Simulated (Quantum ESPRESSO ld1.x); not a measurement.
The numbers below are computed, except where a source is named.
One sound ld1.x (Quantum ESPRESSO 7.5) input for neutral cadmium gives E = -5590.99 hartree in 26 iterations:

```
 &input
    zed=48.0,
    iswitch=1,
    rel=2,
    dft='PZ',
    config='[Kr] 4d10 5s2',
    lsmall=.true.,
    prefix='ld1',
    max_out_wfc=37,
    file_charge='ld1.rho',
 /
```

Changed or added lines, one case at a time, and what came of them:

- config='[Kr] 4d10 5s2 5s2': refused. The program stops in el_config with "occupation wrong": a shell may stand twice only as spin up and down (lsd = 1) or as its two j (rel = 2, l > 0), within their capacities.
- config='[Kr] 4d10 5s2 6p4': spurious. The string holds 52 electrons for Z = 48, so the species has charge -4 and is not the one meant. The equations of the added shell fail (the log warns of at least one error in the KS equations), so the printed solution is spurious even though the residual is small.
- dft='HF': refused. The program stops in ld1_setup with "HF not implemented yet": ld1.x has no Hartree-Fock; KLI and OEP are its exact-exchange options.
- atom='Cd': harmless. atom and zed name the same element, and the result equals that of the sound run.
- dft='R2SCAN': refused. The program stops in set_dft_from_name with "libxc needed for this functional": this build has no Libxc.
- xmin=-12.0: usable despite the warning. The mesh starts very near the nucleus, where rounding noise provokes warnings (final residual 9e-15); the energy differs from the default mesh by less than 1e-5 hartree, which is rather the error of the default start.
- config='[Zn] 4d10 5s2': refused. The program stops in el_config with "wrong core: Zn": the cores known are He, Ne, Ar, Kr, Xe, Hg and Rn.
